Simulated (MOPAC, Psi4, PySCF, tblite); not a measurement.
Two rigid molecules brought together: H4Si ··· F4Si (SMILES [SiH4] and F[Si](F)(F)F). Monomers: optimised at B3LYP-D3(BJ) (def2-TZVP), held rigid. Orientation: lowest of the rigid-body minima from ten starts at GFN2-xTB. The monomers approach along the line of their centres of mass (distance R); nothing else relaxes.

Levels of theory: PM6, restricted, heats of formation (MOPAC); RKS-LDA (SVWN5)/6-31G* = restricted LDA (SVWN5)/6-31G*, spherical d, no counterpoise correction (PySCF 2.14.0); GFN2-xTB (tblite); SAPT0/jun-cc-pVDZ, frozen core (Psi4).

Interaction energies in kcal/mol; the last columns give the difference from SAPT0:

```tsv
R / Å	PM6	RKS-LDA (SVWN5)/6-31G*	GFN2-xTB	SAPT0/jun-cc-pVDZ	PM6 − SAPT0/jun-cc-pVDZ	RKS-LDA (SVWN5)/6-31G* − SAPT0/jun-cc-pVDZ	GFN2-xTB − SAPT0/jun-cc-pVDZ
3.39	6.77	-2.58	0.99	5.71	1.06	-8.29	-4.72
3.54	4.23	-3.34	-0.80	3.29	0.94	-6.63	-4.10
3.78	1.98	-3.41	-2.05	1.24	0.74	-4.65	-3.29
3.95	1.22	-3.05	-2.25	0.54	0.68	-3.59	-2.79
4.15	0.82	-2.49	-2.14	0.13	0.69	-2.62	-2.28
4.37	0.68	-1.86	-1.87	-0.05	0.73	-1.81	-1.82
4.67	0.64	-1.16	-1.47	-0.12	0.76	-1.04	-1.35
4.91	0.61	-0.75	-1.19	-0.12	0.72	-0.63	-1.08
5.43	0.47	-0.25	-0.75	-0.08	0.55	-0.17	-0.68
6.12	0.29	-0.04	-0.42	-0.04	0.33	0.00	-0.38
7.11	0.14	0.00	-0.21	-0.02	0.16	0.02	-0.20
8.41	0.06	0.00	-0.10	-0.01	0.06	0.01	-0.10
```

PM6 is furthest from SAPT0/jun-cc-pVDZ at 3.39 (1.06 kcal/mol, above); its mean absolute difference over the points is 0.62 kcal/mol.

RKS-LDA (SVWN5)/6-31G* is furthest from SAPT0/jun-cc-pVDZ at 3.39 (-8.29 kcal/mol, below); its mean absolute difference over the points is 2.46 kcal/mol.

GFN2-xTB is furthest from SAPT0/jun-cc-pVDZ at 3.39 (-4.72 kcal/mol, below); its mean absolute difference over the points is 1.90 kcal/mol.
